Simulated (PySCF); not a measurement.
Stepwise substitution at one centre (Si C2H5-I). All species are isolated molecules in the gas phase. One relaxed conformer stands for each flexible species; it need not be the lowest. Strings in code marks are SMILES.

Quantity: redistribution energy (mixed species minus the weighted end members), in eV.

A: 1 of 4 C2H5 replaced by I: `CC[Si](I)(CC)CC`
B: 2 of 4 C2H5 replaced by I: `CC[Si](I)(I)CC` (C–C–Si–I torsion -59°, I–Si–C–C torsion 59°)
C: 3 of 4 C2H5 replaced by I: `C([Si](I)(I)I)C` (C–C–Si–I torsion 180°)

### Question
Order them by redistribution energy (mixed species minus the weighted end members) (lowest first) at the level PBE-D3(BJ)/def2-TZVP // B3LYP-D3(BJ)/def2-SVP (PySCF).

### Answer
B (-0.368 eV), A (-0.282 eV), C (-0.257 eV)
